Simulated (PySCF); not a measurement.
FH₃Si.

```xyz
5

Si     0.0000     0.0000    -0.5002
F      0.0000     0.0000     1.1004
H     -1.2168    -0.7025    -0.9669
H      0.0000     1.4050    -0.9669
H      1.2168    -0.7025    -0.9669
```
Charge 0, spin multiplicity 1.

Coordinates come from a r2SCAN-D4/def2-TZVP optimisation.

All values below come from PBE0/pcSseg-2 run with PySCF. Non-relativistic, no solvent.

Give the absolute GIAO shielding of each atom: isotropic value and principal components (ppm). (The exact figures need the calculation; the answer reports its results.)


| atom | σ(iso) | σ11 | σ22 | σ33 | span |
|---|---|---|---|---|---|
| Si1 | 359.5 | 313.9 | 313.9 | 450.7 | 136.8 |
| F2 | 411.9 | 386.5 | 424.6 | 424.6 | 38.1 |
| H3 | 26.2 | 23.6 | 24.6 | 30.2 | 6.6 |
| H4 | 26.2 | 23.6 | 24.6 | 30.2 | 6.6 |
| H5 | 26.2 | 23.6 | 24.6 | 30.2 | 6.6 |
